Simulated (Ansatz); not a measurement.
Ideal-gas functions of CH$_{4}$BFN$_{2}$ (`NC1(F)BN1`) at 600 K and 1 bar, from an Ansatz frequency run at PBE0-D4/def2-TZVP.

Molar mass 73.87 g/mol, point group C1 (symmetry number 1), electronic degeneracy 1, moments of inertia 64.416, 90.552, 120.105 u Å². Harmonic wavenumbers (cm⁻¹, unscaled): 254, 294, 403, 444, 483, 545, 742, 806, 813, 857, 950, 1014, 1059, 1254, 1363, 1505, 1661, 2762, 3518, 3614, 3632.

Use S(trans) = R[1.5 ln M + 2.5 ln T − 1.1517]; rotational temperatures θ = 24.2544 K / I; S(rot) = R[ln(√π/σ · √(T³/θAθBθC)) + 1.5]; for each mode x = 1.438777 ν̃/T, S = R[x/(eˣ − 1) − ln(1 − e⁻ˣ)] and H = RT x/(eˣ − 1); 1 cm⁻¹ = 0.0119627 kJ/mol; R = 8.31446 J/(mol·K).

**Question.** By hand: the entropy, in J/(mol·K).

**Answer.** Translation 177.0. Rotation: θ = 0.3765, 0.2679, 0.2019 K, giving 113.2. Vibration, mode by mode: 12.56, 11.39, 8.91, 8.18, 7.54, 6.66, 4.54, 4.02, 3.97, 3.65, 3.06, 2.71, 2.49, 1.72, 1.40, 1.06, 0.79, 0.08, 0.02, 0.01, 0.01, in all 84.8. Electronic 0.0. Sum 375.0 J/(mol·K).

**Question.** By hand: H − E and G − E in kJ/mol, counted from the electronic energy.

**Answer.** Zero-point energy ½ × 27973 × 0.0119627 = 167.3; thermal vibration 30.4; translation, rotation and pV give 4 RT = 20.0. H − E = 217.7 kJ/mol, and G − E = 217.7 − 600 × 375.0/1000 = -7.3 kJ/mol.

Vibration gives 23 % of the entropy. The sum counts one conformer and one mirror image; others add a mixing term.
